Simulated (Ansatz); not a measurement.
Consider the ligand exchange at a B–O bond: `NB(O)Cl` + NH₃ → `NB(N)Cl` + H₂O.

Program: Ansatz. Geometries: PBE0-D4/def2-TZVP. ΔE: electronic, gas phase. CCSD(T)/CBS is the MP2 limit (def2-TZVPP, def2-QZVPP) plus CCSD(T) − MP2 in def2-TZVPP, frozen cores. This one scheme is used for every species. Functionals use def2-TZVPP. Each species was taken in one conformer, which may not be the lowest.

`NB(O)Cl`:

```xyz
7

N    -0.019    0.372    1.042
B    -0.114   -0.083   -0.272
O     0.998   -0.459   -0.959
Cl   -1.720   -0.170   -1.053
H    -0.816    0.657    1.578
H     0.865    0.435    1.515
H     0.805   -0.753   -1.851
```

NH₃:

Cartesian coordinates in Å:
```
N -0.251 0.086 0.094
H 0.509 0.509 0.613
H -0.142 -0.918 0.173
H -0.115 0.323 -0.880
```

`NB(N)Cl`:

Cartesian coordinates in Å:
```
N 0.431 -1.071 -0.532
B 0.283 0.084 0.252
N -0.816 0.956 0.188
Cl 1.586 0.474 1.415
H 1.235 -1.665 -0.451
H -0.244 -1.373 -1.211
H -0.879 1.771 0.768
H -1.596 0.824 -0.431
```

H₂O:

```xyz
3

O     0.086   -0.254   -0.282
H    -0.725    0.247   -0.174
H     0.640    0.006    0.457
```

Problem. Is it downhill or uphill in electronic energy at CCSD(T)/CBS, and by how much? (Best estimate.)

Solution. The calculation gave: Uphill: ΔE = +25.9 kJ/mol.

Problem. What do these levels give: BLYP-D4, r2SCAN-D4, r2SCANh-D4, HF/def2-SVP, CCSD/def2-SVP, CCSD(T)/def2-TZVPP? (An estimate is asked.)

Solution. The calculation gave: BLYP-D4 29.6, r2SCAN-D4 31.1, r2SCANh-D4 30.4, HF/def2-SVP 38.3, CCSD/def2-SVP 39.1, CCSD(T)/def2-TZVPP 29.8 kJ/mol.

Problem. What do rigid-rotor, harmonic-oscillator terms from PBE0-D4/def2-TZVP frequencies (298.15 K, 1 bar) make of the CCSD(T)/CBS value? (Best estimate.)

Solution. The calculation gave: ΔZPE = -3.5 kJ/mol, ΔH = +23.8 kJ/mol, ΔS = -1 J/(mol·K), ΔG = +24.2 kJ/mol.

Largest T1 diagnostic among the species: 0.011.

At CCSD(T), def2-SVP lies +13.9 kJ/mol from the extrapolated value and def2-TZVPP +3.9 kJ/mol. Leaving LDA and LC-ωPBE aside and taking each functional with its dispersion term where it has one, the values, not all of them listed here, spread over 8.8 kJ/mol, from revPBE-D4 to B97M-V. LDA lies −3.0 kJ/mol from PBE without D4.
